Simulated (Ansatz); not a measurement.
Mulliken charges of CH$_{3}$F$_{2}$Si, SMILES `C[Si](F)F` radical from PBE/def2-TZVPP in Ansatz (PBE0-D4/def2-TZVP geometry).

```json
{"atom": "C1", "x (Å)": "-0.274", "y (Å)": "0.729", "z (Å)": "-0.218", "charge (e)": "-0.358"}
{"atom": "Si2", "x (Å)": "0.785", "y (Å)": "-0.790", "z (Å)": "-0.046", "charge (e)": "0.538"}
{"atom": "F3", "x (Å)": "1.077", "y (Å)": "-1.038", "z (Å)": "1.506", "charge (e)": "-0.262"}
{"atom": "F4", "x (Å)": "-0.051", "y (Å)": "-2.057", "z (Å)": "-0.546", "charge (e)": "-0.262"}
{"atom": "H5", "x (Å)": "-0.539", "y (Å)": "0.894", "z (Å)": "-1.263", "charge (e)": "0.115"}
{"atom": "H6", "x (Å)": "0.253", "y (Å)": "1.608", "z (Å)": "0.157", "charge (e)": "0.115"}
{"atom": "H7", "x (Å)": "-1.190", "y (Å)": "0.586", "z (Å)": "0.364", "charge (e)": "0.115"}
```

Problem. By hand: the dipole of these point charges (1 e Å = 4.8032 D).

Solution. Σ q r = (0.082, 0.480, -0.284) e Å, of length 0.564 e Å = 2.71 D.

Problem. How does the dipole of the full density compare? (Best estimate.)

Solution. The calculation gave: (-0.080, 0.393, -0.151) e Å, 2.06 D; the point charges give 1.32 times that, at 21° from its direction.

Point charges leave out the atoms' own dipoles, such as those of lone pairs, and Mulliken's split depends on the basis, so the two needn't agree.
